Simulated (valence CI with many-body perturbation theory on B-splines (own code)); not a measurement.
Results of a calculation; reference values are marked as such.
Hyperfine factors and g values of Ge16+

Level of theory: relativistic CI+MBPT: six valence electrons over a frozen Dirac-Fock core [Ne], radial functions for each j: 9 s, 9 p, 8 d, 6 f, 3 g, 1 h, with the one-electron correlation potential Σ1, the two-electron term Σ2, the three-electron term Σ3, Breit, model QED; selected CI, second order for the rest, scaled by the run's own slope (own B-spline code, finite nucleus).

No measured spectrum was set against this ion. As an estimate, levels of excited configurations hold to 0.05 to 0.15 % of their energy, terms of the ground configuration to about 0.5 %. Among the levels kept, up to 1400 cm⁻¹ of a level comes from second order outside the variational space, and about a tenth of that is noise between levels of different J, which matters for small intervals.

A/g_I is the dipole constant over the nuclear g factor μ/I (μ in nuclear magnetons, uniformly magnetised nucleus), B/Q the quadrupole constant per barn. Both hold the static response of the core; the bare values leave it out. Large factors of s and p1/2 electrons are usually good to 5 to 10 %; those of open d and f shells near neutrality can be off by tens of per cent, and small factors of p3/2, d and f electrons come from cancelling terms and can be off by a factor of two or in sign, in half-filled shells by more. B is blank for J = 1/2, where it vanishes, and for nearly pure S terms. Energies count from the lowest level. Levels with J = 0 are left out.

Names give the largest LS component (configuration and term), which can be under half, so a name can repeat, a term be missing and a line seem to break the LS rules; names also repeat where a configuration has a term twice. Letters in brackets count levels of one name in rising energy.

| Level | E (eV) | g | A/g_I (MHz) | A/g_I bare | B/Q (MHz/b) | B/Q bare |
| --- | --- | --- | --- | --- | --- | --- |
| 3s²3p⁴ ³P_2 | 0.000 | 1.443 | 9450 | 9420 | 11900 | 11400 |
| 3s²3p⁴ ³P_1 | 5.147 | 1.500 | -576 | -155 | -8650 | -8350 |
| 3s²3p⁴ ¹D_2 | 9.131 | 1.055 | 20100 | 19400 | -29300 | -28200 |
| 3s3p⁵ ³P°_2 | 53.586 | 1.499 | 41900 | 40400 | -15700 | -15100 |
| 3s3p⁵ ³P°_1 | 56.765 | 1.471 | 26300 | 25700 | 7050 | 6800 |
| 3s3p⁵ ¹P°_1 | 68.382 | 1.026 | 39900 | 38200 | -12200 | -11800 |
| 3s²3p³3d ⁵D°_2 | 70.952 | 1.422 | 3430 | 3850 | -555 | -588 |
| 3s²3p³3d ⁵D°_3 | 70.991 | 1.448 | 3060 | 3480 | 1770 | 1800 |
| 3s²3p³3d ⁵D°_1 | 71.075 | 1.483 | 1610 | 2180 | -1460 | -1530 |
| 3s²3p³3d ⁵D°_4 | 71.648 | 1.472 | 1570 | 1980 | 2430 | 2680 |
| 3s²3p³3d ³D°_2 [a] | 74.394 | 1.032 | 3960 | 4050 | -1770 | -1600 |
| 3s²3p³3d ³D°_3 [a] | 76.530 | 1.292 | 821 | 1190 | 7680 | 7550 |
| 3s²3p³3d ³D°_1 [a] | 77.023 | 0.530 | 15500 | 14800 | -256 | -210 |
| 3s²3p³3d ³F°_2 [a] | 77.558 | 0.883 | 15100 | 14600 | -17300 | -16700 |
| 3s²3p³3d ³F°_3 [a] | 78.419 | 1.132 | 12600 | 12400 | -15600 | -15000 |
| 3s²3p³3d ³F°_4 [a] | 79.852 | 1.219 | 10100 | 10000 | -15800 | -15200 |
| 3s²3p³3d ³G°_3 | 81.315 | 0.832 | 6250 | 6150 | 11600 | 11500 |
| 3s²3p³3d ³G°_4 | 82.361 | 1.130 | 4390 | 4490 | 18600 | 18300 |
| 3s²3p³3d ³G°_5 | 83.538 | 1.199 | 9760 | 9650 | 3410 | 3620 |
| 3s²3p³3d ¹G°_4 | 83.794 | 1.026 | 11500 | 11200 | 2430 | 2670 |
| 3s²3p³3d ¹D°_2 | 85.734 | 0.997 | 11300 | 11200 | 11900 | 11600 |
| 3s²3p³3d ³D°_1 [b] | 86.253 | 0.531 | 3130 | 3070 | -3650 | -3470 |
| 3s²3p³3d ³P°_1 [a] | 88.147 | 1.475 | -106 | 611 | -1580 | -1560 |
| 3s²3p³3d ³D°_2 [b] | 89.232 | 1.113 | -139 | 204 | 8520 | 8380 |
| 3s²3p³3d ³F°_3 [b] | 89.597 | 1.062 | 9310 | 9210 | 8770 | 8720 |
| 3s²3p³3d ³F°_2 [b] | 90.084 | 0.870 | 10300 | 10100 | 6800 | 6670 |
| 3s²3p³3d ³F°_4 [b] | 91.363 | 1.197 | 5900 | 5980 | 6550 | 6610 |
| 3s²3p³3d ³D°_3 [b] | 91.885 | 1.245 | 8200 | 8240 | -4860 | -4540 |
| 3s²3p³3d ³P°_2 [a] | 92.077 | 1.356 | 2600 | 2950 | 13100 | 12700 |
| 3s²3p³3d ³P°_1 [b] | 95.773 | 1.458 | 8900 | 8790 | -2190 | -2110 |
| 3s²3p³3d ³P°_2 [b] | 95.988 | 1.472 | 11200 | 11300 | -3500 | -3500 |
| 3s²3p³3d ³S°_1 | 96.815 | 1.621 | 868 | 1490 | -2550 | -2490 |
| 3s²3p³3d ¹F°_3 | 97.359 | 1.131 | 5440 | 5520 | 20100 | 19600 |
| 3s²3p³3d ³D°_3 [c] | 99.175 | 1.235 | 4230 | 4440 | 15400 | 15000 |

**Question.** Take the isotope of mass number 73, with I = 9/2, μ = -0.87824 μN and Q = -0.196 b. What is the hyperfine structure of 3s²3p⁴ ¹D_2?

**Answer.** From the table A = -3930 MHz, B = 5740 MHz. Shifts from the centre of gravity in MHz: F = 5/2: 45900, F = 7/2: 29600, F = 9/2: 10100, F = 11/2: -11500, F = 13/2: -33900.
